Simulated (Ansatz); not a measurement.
This geometry of BCl2H + H4Si (9 atoms, charge 0, multiplicity 1) is a first-order saddle point.

Theory: Ansatz, RKS B3LYP-D4/def2-SVP.

```xyz
9
Properties=species:S:1:pos:R:3
B -0.606 0.273 -0.724
H -0.034 0.049 -1.900
Cl -2.053 -0.827 -0.703
Cl -0.803 2.080 -0.650
H 0.518 -0.203 -1.076
Si 0.586 -0.269 0.952
H 1.852 0.512 1.048
H 0.889 -1.728 1.008
H -0.348 0.113 2.044
```

Problem. Which two structures does it join? (They come from a converged band through this point; their orientation in space is the band's.)

Solution. Bonds broken: B1–H2, H5–Si6. Bonds formed: B1–Si6, H2–H5. BCl2H + H4Si becomes BCl2H3Si + H2.

Initial state:

```xyz
9
Properties=species:S:1:pos:R:3
B -1.278 0.676 -1.610
H -0.762 0.413 -2.657
Cl -2.524 -0.365 -0.967
Cl -0.781 2.109 -0.736
H 0.958 -0.872 -0.257
Si 1.068 -0.563 1.198
H 1.930 0.637 1.383
H 1.679 -1.730 1.896
H -0.290 -0.304 1.750
```

Final state:

```xyz
9
Properties=species:S:1:pos:R:3
B -1.122 0.456 -0.093
H 1.086 -0.075 -2.227
Cl -2.508 -0.588 -0.380
Cl -1.077 2.024 -0.887
H 1.154 -0.823 -2.106
Si 0.350 -0.134 1.167
H 1.595 0.664 0.978
H 0.653 -1.583 0.977
H -0.131 0.059 2.571
```

Problem. How far does it lie above each of them?

Solution. 32.9 kcal/mol above the first and 22.0 kcal/mol above the second. This is the barrier of this one path; another mechanism may lie lower. The orbitals stay closed-shell, which can raise the energy where a bond breaks towards radicals; this wasn't checked here.

Run time: 3.9 min on 2 threads of AMD EPYC 7R43 64-Core Processor (Zen 3), with other jobs on the host, peak memory 0.21 GiB.
